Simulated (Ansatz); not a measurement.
`BCCl` and `BC(Cl)CC` differ in one atom or group.

Ansatz, PBE0-D4/def2-TZVP geometries, multiplicity 1. Each molecule was computed in one conformer, which needn't be the lowest.

```json
{"property": "HOMO–LUMO gap (ωB97M-V/def2-TZVPP) / eV", "`BCCl`": "10.67"}
{"property": "HOMO energy (B3LYP/def2-TZVPP) / eV", "`BCCl`": "-7.94"}
{"property": "LUMO energy (PBE/def2-TZVPP) / eV", "`BCCl`": "-2.83"}
{"property": "size of the dipole moment (ωB97M-V/def2-TZVPP) / D", "`BCCl`": "1.81"}
{"property": "HOMO energy (PBE/def2-TZVPP) / eV", "`BCCl`": "-6.80"}
{"property": "HOMO energy (PBE0/def2-TZVPP) / eV", "`BCCl`": "-8.20"}
```

(1) Give the same properties after the change, and the shifts. (Estimate.)

## Answers

(1) The calculation gave: 
```tsv
property	`BC(Cl)CC`	shift
HOMO–LUMO gap (ωB97M-V/def2-TZVPP) / eV	12.41	1.74
HOMO energy (B3LYP/def2-TZVPP) / eV	-8.44	-0.50
LUMO energy (PBE/def2-TZVPP) / eV	-1.42	1.41
size of the dipole moment (ωB97M-V/def2-TZVPP) / D	2.04	0.23
HOMO energy (PBE/def2-TZVPP) / eV	-7.32	-0.52
HOMO energy (PBE0/def2-TZVPP) / eV	-8.65	-0.45
```

With PBE0 the HOMO falls by 0.45 eV and the LUMO rises by 1.42 eV, so the gap widens by about 1.87 eV. PBE moves the HOMO by -0.52 eV and ωB97M-V by -0.41 eV. Dipoles are sizes alone; their direction can turn.

B3LYP here is the variant with VWN-RPA as its local correlation; programs differ in this.
